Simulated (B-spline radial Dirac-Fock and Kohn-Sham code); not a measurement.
# Compton profile of Sn¹²⁺

System: tin as Sn¹²⁺, [Kr] 4d2.

These are calculated numbers from an atomic code on a B-spline grid; the model is the impulse approximation on Dirac-Fock orbitals of the configuration average with a finite nucleus. pz is in atomic units of momentum; subshell profiles are per electron, for a selection of subshells; open shells are spread over both j values by their weights.

```
 pz    J total   J 2p1/2   J 4s1/2   J 4d5/2
  0      3.651    0.0292     0.286     0.149
0.2      3.640    0.0292     0.282     0.149
0.3      3.627    0.0292     0.276     0.149
0.4      3.608    0.0292     0.268     0.149
0.5      3.584    0.0292     0.258     0.149
0.6      3.554    0.0292     0.247     0.149
0.8      3.479    0.0292     0.220     0.149
  1      3.381    0.0292     0.190     0.148
1.2      3.262    0.0292     0.159     0.147
1.4      3.125    0.0292     0.129     0.145
1.6      2.973    0.0292     0.103     0.141
1.8      2.812    0.0292    0.0801     0.136
  2      2.646    0.0291    0.0621     0.129
2.5      2.247    0.0291    0.0355     0.104
  3      1.912    0.0291    0.0274    0.0756
  4      1.478    0.0289    0.0259    0.0302
  5      1.219    0.0286    0.0189    0.0102
  7     0.8271    0.0272   0.00463   0.00431
 10     0.4480    0.0236   0.00210   0.00337
 15     0.1954    0.0154  0.000916  0.000938
 20     0.1001   0.00857  0.000173  0.000223
 30    0.03393   0.00226  5.94e-05  1.63e-05
 40    0.01455  0.000616  4.38e-05  1.83e-06
 60   0.003773  6.83e-05  1.28e-05    < 1e-6
100  0.0004905  3.20e-06  1.41e-06    < 1e-6
```

J(0) = 3.651. The 4p3/2 subshell gives the largest part, 21 %.

Mean momentum ⟨p⟩ by subshell (a.u.): 1s1/2 45.8, 2s1/2 16.2, 2p1/2 21.7, 2p3/2 20.6, 3s1/2 7.84, 3p1/2 9.37, 3p3/2 9.06, 3d3/2 10.7, 3d5/2 10.6, 4s1/2 3.92, 4p1/2 4.36, 4p3/2 4.26, 4d3/2 4.61, 4d5/2 4.58.
